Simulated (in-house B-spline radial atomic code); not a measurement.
A radial electron density 4πr²n(r) was computed for an atom or ion in its tabulated ground configuration with an all-electron radial atomic-structure program (B-spline basis); method: non-relativistic B97-1, spin-polarised, spherical fractional occupations. Columns: r (bohr), 4πr²n(r) (electrons per bohr), bar.

```
 0.00332   0.4724 #
 0.00398    0.663 #
 0.00477   0.9256 ##
 0.00573     1.29 ###
 0.00687     1.78 ####
 0.00824    2.438 #####
 0.00989    3.309 #######
  0.0119    4.457 #########
  0.0142    5.844 ############
  0.0171    7.637 ################
  0.0205    9.718 ####################
  0.0246    12.09 #########################
  0.0295     14.6 ###############################
  0.0354    17.05 ####################################
  0.0425    19.15 ########################################
   0.051    20.51 ###########################################
  0.0612    20.85 ############################################
  0.0734    20.06 ##########################################
  0.0881    18.33 #######################################
   0.106    16.26 ##################################
   0.127    14.79 ###############################
   0.152    14.66 ###############################
   0.182    16.11 ##################################
   0.219    18.61 #######################################
   0.263     20.7 ############################################
   0.315    20.87 ############################################
   0.378    18.41 #######################################
   0.454    13.86 #############################
   0.544    9.019 ###################
   0.653    5.598 ############
   0.784     4.44 #########
    0.94    4.912 ##########
    1.13    5.652 ############
    1.35    5.635 ############
    1.62    4.662 ##########
    1.95    3.155 #######
    2.34    1.787 ####
    2.81   0.8399 ##
    3.37   0.3278 #
    4.04   0.1032 
    4.85  0.02469 
    5.82 0.004349
```

(1) Which atom or ion is it?
A. Ar
B. Sc+
C. Ar+
D. K

## Answers

(1) A. The area under the curve, ∫4πr²n dr = ∫r·4πr²n d(ln r) on this logarithmic grid, is 18 electrons, which only this option has. The configuration is [Ne] 3s2 3p6.
